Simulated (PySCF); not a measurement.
Gas-phase reaction: SiBr₄ + 2 H = SiHBr₃ + HBr, at 1600 K and a standard pressure of 1 bar. Level: PBE0/def2-SVP†.

Computed with PySCF and rigid-rotor harmonic-oscillator thermochemistry at 1 bar. † marks an energy on the PBE0/def2-TZVP geometry and frequencies. Open shells (unrestricted): H (multiplicity 2); the rest are closed-shell singlets. Br: all electrons, no relativistic terms. The harmonic model lacks anharmonicity and excited electronic states, which grow with temperature; levels with a mode under 35 cm⁻¹ are left out. Soft modes under 120 cm⁻¹ make the harmonic entropy rough for SiBr₄, SiHBr₃.

```tsv
species	E (Ha)	H(1600 K) − E (kJ/mol)	S°(1600 K) (J/mol/K)
SiBr₄	-10583.65908	173.7	555.3
H	-0.50034	33.3	149.6
SiHBr₃	-8010.65959	179.0	510.2
HBr	-2574.14453	65.7	250.3
```
E: electronic energy; H − E holds the zero-point and thermal terms. 1 Ha = 2625.5 kJ/mol.

Work out ΔH°, ΔS°, ΔG° and log10 K from these numbers.

1. ΔE = 1×(-8010.65959) + 1×(-2574.14453) − 1×(-10583.65908) − 2×(-0.50034) = -0.14436 Ha = -379.0 kJ.
2. Δ(H − E) = 1×(179.0) + 1×(65.7) − 1×(173.7) − 2×(33.3) = 4.4 kJ, so ΔH° = -374.6 kJ.
3. ΔS° = 1×(510.2) + 1×(250.3) − 1×(555.3) − 2×(149.6) = -94.0 J/K; the number of gas molecules changes by -1.
4. ΔG° = ΔH° − TΔS° = -374.6 − 1600×(-94.0)/1000 = -224.2 kJ.
5. log10 K = −ΔG°/(RT ln 10) = 7.32, with RT ln 10 = 30.63 kJ/mol; at standard pressures the products are favoured.
6. A shift of 10 kJ in ΔE would move log10 K by 0.33 here.
For scale, ΔH°(298 K) is -352 kJ at this level, -360 kJ at ωB97M-V/def2-TZVP†, and runs from -510 to -279 kJ over the 19 levels computed; the NASA 1993 table gives -360 kJ (entries not checked at source).
